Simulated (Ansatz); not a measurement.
This geometry of FH₅O₄Sn (11 atoms, charge 0, multiplicity 1) is a first-order saddle point.

These are results of RKS PBE0/def2-SVP (Ansatz 0.2.0), not measurements.

```xyz
11
Properties=species:S:1:pos:R:3
Sn 0.084 0.173 0.047
O 0.012 0.017 2.145
H -0.867 0.077 2.539
O 1.862 -0.298 -0.632
H 1.774 -1.073 -1.202
O -1.058 1.586 -0.686
H -1.795 1.162 -1.147
O -1.057 -1.392 -0.394
H -0.814 -2.180 0.106
F 1.095 1.745 1.214
H 0.642 1.089 1.989
```

Which two structures does it join? (They come from a converged band through this point; their orientation in space is the band's.)

Bonds broken: F10–H11. Bonds formed: O2–H11.

Image 0:

```xyz
11
Properties=species:S:1:pos:R:3
Sn 0.011 0.083 0.099
O 0.014 0.036 2.123
H -0.863 -0.061 2.513
O 1.813 -0.323 -0.562
H 1.751 -1.057 -1.187
O -1.042 1.557 -0.651
H -1.785 1.174 -1.139
O -1.135 -1.456 -0.407
H -0.887 -2.269 0.051
F 1.190 1.863 1.200
H 0.812 1.360 1.941
```

Image 8:

```xyz
11
Properties=species:S:1:pos:R:3
Sn 0.323 -0.016 -0.004
O -0.787 0.239 2.119
H -1.361 0.953 1.791
O 1.173 0.069 -1.777
H 1.639 -0.752 -1.979
O -1.121 1.320 -0.219
H -1.130 1.690 -1.110
O -0.017 -1.928 0.265
H -0.456 -2.051 1.117
F 1.658 0.701 1.225
H -0.041 0.683 2.551
```

How far does it lie above each of them?

0.052 eV above the first and 0.751 eV above the second. This is the barrier of this one path; another mechanism may lie lower. The orbitals stay closed-shell, which can raise the energy where a bond breaks towards radicals; this wasn't checked here.

Run time: 6 min on 4 threads of Arm Neoverse V2, with other jobs on the host, peak memory 0.32 GiB.
